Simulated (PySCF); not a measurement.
H₃Cl₃OSiTi, charge +1, doublet, geometry from GFN2-xTB (such geometries of metal compounds can be far from the true shape) (the multiplicity is a formal guess). Base run: HF/STO-3G run with PySCF.

Input for PySCF:
```python
from pyscf import gto, scf

mol = gto.M(
    atom='''
Ti   -0.175077    0.174384    0.157413
Cl    0.116305    2.269375   -0.079384
Cl   -0.030992   -0.179699    2.250766
Cl   -2.220301   -0.160371   -0.323122
O     0.917789   -0.784520   -0.778354
Si    1.873998   -1.754005   -1.644780
H     3.189768   -1.759477   -0.931493
H     2.181415   -0.998197   -2.899308
H     1.197015   -3.044730   -1.798964
''',
    basis='sto-3g',
    charge=1,
    spin=1,
    verbose=4,
)

mf = scf.UHF(mol)
mf.kernel()
mo_i, mo_e, stable_i, stable_e = mf.stability(internal=True, external=True, return_status=True, nroots=6, tol=1e-6)
print('internally stable:', stable_i, ' externally stable:', stable_e)
if not stable_i:
    umf = mf.copy()
    umf.scf_summary = {}
    umf.kernel(umf.make_rdm1(mo_i, mf.mo_occ))
```

The bond that is stretched is that between atoms 7 and 6. A test that says stable can miss a lower solution.

Variants of this job, named by their change:

```
change       ΔE vs base (eV)  <S^2>  stability test says
-----------  ---------------  -----  -------------------
base                    0.00  0.764               stable
bond × 1.25             1.38  0.891               stable
bond × 1.5              1.86  0.767               stable
bond × 1.8              2.08  0.752               stable
bond × 2.2              2.18  0.750               stable
bond × 3.0              2.20  0.750               stable
```

On stretching, the SCF can end on different states; <S^2> shows the spin contamination of each.
